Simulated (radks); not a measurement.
Values are calculated unless marked as measured or tabulated.
Ionisation of the europium ion Eu47+, [Ne] 3s2 3p4, to Eu48+, [Ne] 3s2 3p3, under several functionals. Scalar-relativistic Kohn-Sham, spin-polarised, spherical densities, finite nucleus; open shells are filled with parallel spins first (spin-orbit coupling, left out, can overturn this in heavy ions); a radial shooting solver on a logarithmic mesh with Libxc functionals. Known Delta-SCF values: PBE 4071.5 eV; SCAN 4068.9 eV. What does PW91 give, and what is its highest occupied eigenvalue?

Answer. 4072.4 eV by Delta-SCF; the 3p eigenvalue is -4026.0 eV. NIST: 4031 eV (theoretical).
